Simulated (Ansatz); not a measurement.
Geometry optimisation, RKS B3LYP/def2-SVP (Ansatz).

The input (input.yaml):

```yaml
crystal:
  periodic: [false, false, false]
  atoms:
    - { symbol: Ga, position_ang: [-0.088476, 0.532582, -0.459716] }
    - { symbol: "N", position_ang: [-0.055861, 0.135728, 2.62453] }
    - { symbol: H, position_ang: [-0.879526, -0.126157, 3.167383] }
    - { symbol: H, position_ang: [0.771638, -0.09274, 3.176174] }
    - { symbol: O, position_ang: [1.529998, -0.065716, -0.912993] }
    - { symbol: H, position_ang: [1.532354, -0.916909, -1.369395] }
    - { symbol: O, position_ang: [-1.665239, -0.203406, -0.850107] }
    - { symbol: H, position_ang: [-1.622502, -1.149129, -1.043276] }
    - { symbol: Cl, position_ang: [-0.143274, 2.592513, 0.355284] }
    - { symbol: H, position_ang: [-0.077313, 1.167633, 2.499916] }
basis:
  gaussian: { orbitals: def2-SVP }
hamiltonian:
  xc: b3lyp
relax:
  f_tol: 0.03
  max_steps: 50
```

Run as:

```bash
$ ansatz run input.yaml --threads 4 --pin off --max-ram 5120MiB --backend cpu --events-out ev --progress --plain --runs-dir out
```

Question: Where does it end, and by what steps?

Answer: It converged. The force dipped under the threshold on the way, but the program's further checks kept it going. After 21 steps the energy has fallen by 0.981 eV; H6 moved furthest, 1.07 Å. Joined: Ga1–N2 (3.11 → 2.08 Å).

| step | energy less start (eV) | largest force component (eV/Å) | accepted |
| --- | --- | --- | --- |
| 0 | 0.0000 | 0.866 | yes |
| 1 | -0.1964 | 0.567 | yes |
| 2 | -0.4204 | 0.531 | yes |
| 3 | -0.6190 | 1.160 | yes |
| 4 | -0.7610 | 1.007 | yes |
| 5 | -0.8163 | 0.530 | yes |
| 6 | -0.8633 | 0.565 | yes |
| 7 | -0.9058 | 0.166 | yes |
| 8 | -0.9374 | 0.212 | yes |
| 9 | -0.8695 | 2.280 | no |
| 10 | -0.9529 | 0.161 | yes |
| 11 | -0.9639 | 0.110 | yes |
| 12 | -0.9756 | 0.101 | yes |
| 13 | -0.9715 | 0.288 | no |
| 14 | -0.9789 | 0.046 | yes |
| 15 | -0.9793 | 0.028 | yes |
| 16 | -0.9622 | 0.794 | no |
| 17 | -0.9797 | 0.019 | yes |
| 18 | -0.9796 | 0.158 | no |
| 19 | -0.9802 | 0.029 | yes |
| 20 | -0.9803 | 0.074 | yes |
| 21 | -0.9805 | 0.007 | yes |

```xyz
10
Properties=species:S:1:pos:R:3
Ga -0.107 0.345 0.072
N -0.046 0.223 2.149
H -0.889 -0.275 2.447
H 0.778 -0.304 2.445
O 1.409 -0.543 -0.356
H 1.991 -0.046 -0.944
O -1.697 -0.515 -0.008
H -2.030 -0.669 -0.900
Cl -0.078 2.515 -0.305
H -0.029 1.145 2.589
```

Whether the end is a true minimum wasn't checked by a vibrational analysis.

The run took 46 s on 4 threads of Arm Neoverse V2, with other jobs on the host, peak memory 0.29 GiB.
